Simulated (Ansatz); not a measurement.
This geometry of ClF3H3NZr (9 atoms, charge 0, multiplicity 1) is a first-order saddle point.

Method: Ansatz, RKS r2SCAN/def2-SVP.

```xyz
9
Properties=species:S:1:pos:R:3
Zr -0.612 -0.036 0.027
N -0.177 0.052 2.375
H -0.078 -0.895 2.754
H 0.717 0.515 2.560
F 1.307 -0.193 0.251
F -0.583 1.438 -1.174
F -0.917 -1.710 -0.818
Cl -2.826 0.335 0.969
H -0.915 0.506 2.919
```

**Question.** Which two structures does it join? (They come from a converged band through this point; their orientation in space is the band's.)

**Answer.** No bond is made or broken.

First end point:

```xyz
9
Properties=species:S:1:pos:R:3
Zr -0.629 -0.264 0.025
N -0.167 0.354 2.339
H -0.091 -0.463 2.949
H 0.712 0.869 2.432
F 0.989 -1.236 0.344
F -0.472 1.636 -0.145
F -0.888 -0.713 -1.814
Cl -2.642 -1.117 0.989
H -0.896 0.947 2.743
```

Last end point:

```xyz
9
Properties=species:S:1:pos:R:3
Zr -0.606 0.213 0.009
N -0.203 -0.295 2.364
H 0.484 -1.045 2.473
H 0.161 0.510 2.879
F 1.108 1.025 0.269
F -0.813 0.544 -1.860
F -0.661 -1.700 -0.018
Cl -2.508 1.359 0.890
H -1.046 -0.597 2.856
```

**Question.** How far does it lie above each of them?

**Answer.** 0.238 eV above the first and 0.236 eV above the second. This is the barrier of this one path; another mechanism may lie lower.

The run took 2.9 min on 4 threads of AMD EPYC 9R45 96-Core Processor (Zen 5) (shared host), peak memory 0.24 GiB.
